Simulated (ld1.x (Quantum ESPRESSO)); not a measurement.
# Scattering properties, PAW potential for scandium

```
Element                 : scandium (Sc)
Generator               : ld1.x (Quantum ESPRESSO) 7.5
Type                    : PAW
Functional              : PBE
Relativity              : scalar-relativistic
Frozen core             : [Ar]
Valence charge          : 3
Reference configuration : 3d1 4s1 4p0 (charge +1)
Partial waves           : 4s (bound): rcut 2.50, rcutus 2.90 bohr; 4s channel at -0.2 Ry: rcut 2.50, rcutus 2.90 bohr; 4p (bound, empty): rcut 2.95, rcutus 3.60 bohr; 4p channel at 0.75 Ry: rcut 2.95, rcutus 3.60 bohr; 3d (bound): rcut 1.95, rcutus 2.55 bohr; 3d channel at -0.4 Ry: rcut 1.95, rcutus 2.55 bohr; 4f channel at 0.05 Ry: rcut 2.40, rcutus 3.20 bohr; 4f channel at 2.2 Ry: rcut 2.40, rcutus 3.20 bohr
Local potential         : all-electron potential smoothed inside 1.90 bohr (lloc = -2)
Core correction         : Bessel-smoothed model core, default radius (core density twice the valence density)
Augmentation charge     : PSQ, inside the norm-conserving radii
```

The phase is arctan(r·u′/u) with u = r·R(r), unwrapped; energies in Ry, scanned from -3 to 5 Ry. A pole is an energy at which the radial function vanishes at the test radius. The pseudo phase is shifted by a multiple of π to meet the all-electron one at the reference energy, and phase errors are pseudo minus all-electron; the curves can meet again beyond the range given. Levels narrower than the energy grid can be missing from the lists of poles. n/a: not evaluated, since a narrow level or a reset projector energy made the automatic matching unsafe.

Task: For each channel, where are the poles, and over which energies does the pseudopotential scatter like the atom?

Result:

| channel | radius (bohr) | reference energy (Ry) | poles, all-electron | poles, pseudo | unbroken range about the reference energy with phases within 0.05 rad | phase error 1 Ry above the reference energy (rad) |
| --- | --- | --- | --- | --- | --- | --- |
| s | 3.90 | -0.71 | -0.17, 3.31 | -0.17, 1.29, 3.45 | below 1.0 | -0.000 |
| p | 3.90 | -0.46 | 0.37, 3.91 | 0.37, 2.88 | n/a | n/a |
| d | 3.90 | -0.73 | -0.67, 1.35, 4.79 | -0.67, 1.37 | below 2.4 | +0.003 |
| f | 3.90 | 0.05 | 1.58, 4.57 | 1.58, 4.94 | below 2.8 | +0.001 |

Phases in the d channel:

```json
{"E (Ry)": "-3.00", "all-electron": "1.411", "pseudo": "1.411"}
{"E (Ry)": "-2.76", "all-electron": "1.403", "pseudo": "1.403"}
{"E (Ry)": "-2.52", "all-electron": "1.394", "pseudo": "1.394"}
{"E (Ry)": "-2.28", "all-electron": "1.383", "pseudo": "1.383"}
{"E (Ry)": "-2.04", "all-electron": "1.369", "pseudo": "1.369"}
{"E (Ry)": "-1.80", "all-electron": "1.351", "pseudo": "1.351"}
{"E (Ry)": "-1.56", "all-electron": "1.327", "pseudo": "1.327"}
{"E (Ry)": "-1.32", "all-electron": "1.292", "pseudo": "1.292"}
{"E (Ry)": "-1.08", "all-electron": "1.224", "pseudo": "1.224"}
{"E (Ry)": "-0.84", "all-electron": "0.878", "pseudo": "0.878"}
{"E (Ry)": "-0.60", "all-electron": "-1.724", "pseudo": "-1.724"}
{"E (Ry)": "-0.36", "all-electron": "-1.919", "pseudo": "-1.919"}
{"E (Ry)": "-0.12", "all-electron": "-2.134", "pseudo": "-2.134"}
{"E (Ry)": "0.12", "all-electron": "-2.696", "pseudo": "-2.695"}
{"E (Ry)": "0.36", "all-electron": "-3.852", "pseudo": "-3.848"}
{"E (Ry)": "0.60", "all-electron": "-4.364", "pseudo": "-4.361"}
{"E (Ry)": "0.84", "all-electron": "-4.547", "pseudo": "-4.545"}
{"E (Ry)": "1.08", "all-electron": "-4.642", "pseudo": "-4.639"}
{"E (Ry)": "1.32", "all-electron": "-4.705", "pseudo": "-4.702"}
{"E (Ry)": "1.56", "all-electron": "-4.756", "pseudo": "-4.751"}
{"E (Ry)": "1.80", "all-electron": "-4.805", "pseudo": "-4.797"}
{"E (Ry)": "2.04", "all-electron": "-4.862", "pseudo": "-4.848"}
{"E (Ry)": "2.28", "all-electron": "-4.945", "pseudo": "-4.915"}
{"E (Ry)": "2.52", "all-electron": "-5.103", "pseudo": "-5.024"}
{"E (Ry)": "2.76", "all-electron": "-5.581", "pseudo": "-5.271"}
{"E (Ry)": "3.00", "all-electron": "-6.909", "pseudo": "-6.091"}
{"E (Ry)": "3.24", "all-electron": "-7.463", "pseudo": "-7.175"}
{"E (Ry)": "3.48", "all-electron": "-7.633", "pseudo": "-7.511"}
{"E (Ry)": "3.72", "all-electron": "-7.713", "pseudo": "-7.640"}
{"E (Ry)": "3.96", "all-electron": "-7.762", "pseudo": "-7.708"}
{"E (Ry)": "4.20", "all-electron": "-7.796", "pseudo": "-7.752"}
{"E (Ry)": "4.44", "all-electron": "-7.822", "pseudo": "-7.783"}
{"E (Ry)": "4.68", "all-electron": "-7.845", "pseudo": "-7.806"}
{"E (Ry)": "4.92", "all-electron": "-7.865", "pseudo": "-7.826"}
```
